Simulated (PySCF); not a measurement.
Work out the structure from these simulated measurements.

Formula: C4H5F3.

* NMR, other nuclei: isotropic shieldings of nuclei other than C and H, by class: 326 (1 F), 333 (1 F), 381 (1 F) ppm [GIAO PBE0/pcSseg-1]
* Dipole: 2.43 D [PBE0/pcSseg-1]
* 13C NMR: chemical shifts (computed TMS as zero) by class: 118.1 (1 C), 81.2 (1 C), 24.2 (1 C), 18.6 (1 C) ppm [GIAO PBE0/pcSseg-1]
* Rotational structure: rotational constants A, B, C: 3.675, 2.477, 1.926 GHz [GFN2-xTB]
* 1H NMR: chemical shifts (computed TMS as zero) by class: 1.73 (3 H), 1.68 (1 H), 1.08 (1 H) ppm [GIAO PBE0/pcSseg-1]

Gas-phase values; electronic properties from PySCF, density fitting. Levels stand in brackets. Isolated species at its GFN2-xTB geometry, gas phase. NMR classes are plain means over equivalent atoms (diastereotopic ones count apart unless rotation or inversion swaps them), as if these changed places fast.

**Question.** Propose a structure and show how it fits.

**Answer.** Numbering: `[CH3:1][C@:2]1([F:3])[CH2:4][C:5]1([F:6])[F:7]`. Its formula, C4H5F3, gives 1 degree of unsaturation: 1 ring and 0 π bonds in the structure found. 4 carbons fall into 4 classes; from least to most shielded: CF2 carbon [C5] (118.1 ppm), sp3 C–F carbon [C2] (81.2 ppm), three-membered-ring carbon [C4] (24.2 ppm), methyl carbon [C1] (18.6 ppm). Hydrogen classes from least to most shielded: 3 H on a methyl carbon, C1 (1.73 ppm, a mean of values up to 0.9 ppm apart in this geometry), 1 H on a three-membered-ring carbon, C4 (1.68 ppm), 1 H on a three-membered-ring carbon, C4 (1.08 ppm). The other shieldings belong to: 326 ppm, fluorine of a CF2 group [F7]; 333 ppm, fluorine of a CF2 group [F6]; 381 ppm, alkyl fluorine [F3]. The optimised geometry has point group C1 and is an asymmetric top. Structure: `F[C@]1(C)C(F)(C1)F` (1,1,2-trifluoro-2-methylcyclopropane). The assignments are read from this structure; whether some other isomer fits the data as well wasn't checked. The mirror image fits equally.
